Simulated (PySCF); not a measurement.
Species: C5H6F2O.
Numbering: `[F:1][C:2]1=[CH:3][C@H:4]([F:5])[CH2:6][O:7][CH2:8]1`

Structure used (GFN2-xTB), in Å, numbered top down from 1:
```xyz
14
C5H6F2O angstrom
F      1.4072    2.2894    0.3711
C      0.7164    1.1638    0.1071
C     -0.5922    1.1831   -0.0785
C     -1.3130   -0.1017   -0.3549
F     -2.5042   -0.1292    0.3418
C     -0.4456   -1.2934    0.0754
O      0.8517   -1.1767   -0.4545
C      1.5588   -0.0751    0.0629
H     -1.1724    2.0897   -0.0295
H     -1.5838   -0.1754   -1.4176
H     -0.8511   -2.2306   -0.3092
H     -0.4236   -1.3322    1.1739
H      2.4221    0.0769   -0.5912
H      1.9289   -0.2890    1.0809
```

Probes without a nucleus sit at each ring's centroid and 1 Å off its mean plane on both sides; NICS is minus the shielding there, NICSzz its component along the normal. Level: GIAO PBE0/pcSseg-1 (PySCF, non-relativistic, gas phase) on the GFN2-xTB geometry, one conformer.

Ring bond lengths (Å), with Mayer bond orders in brackets: C2–C3 1.322 (1.84), C3–C4 1.499 (0.99), C4–C6 1.536 (1.03), C6–O7 1.406 (0.92), O7–C8 1.408 (0.94), C8–C2 1.499 (1.01).

What do the NICS probes read (ppm)?

```tsv
ring	type	NICS(0)	NICS(1), two faces	NICS(1)zz, two faces	rms pucker (Å)	centre to ring atoms, mean (Å)
C2–C3–C4–C6–O7–C8	6-membered ring with O; formal bonds 1 double, 5 single	-3.1	-1.8 / -2.9	2.2 / -0.2	0.20	1.41
```

What can be read from them?

- C2–C3–C4–C6–O7–C8: mean NICS(1)zz 1.0 ppm, near zero. C4, C6, C8 have four or more neighbours; no verdict on aromaticity is drawn.

At the first NICS(1) probe listed for ring C2–C3–C4–C6–O7–C8, 1 Å off the ring, how large is the induced field along the normal in 1 T applied along it?

NICSzz × B0 = 2.2 ppm × 1 T = 2 μT, along the applied field.
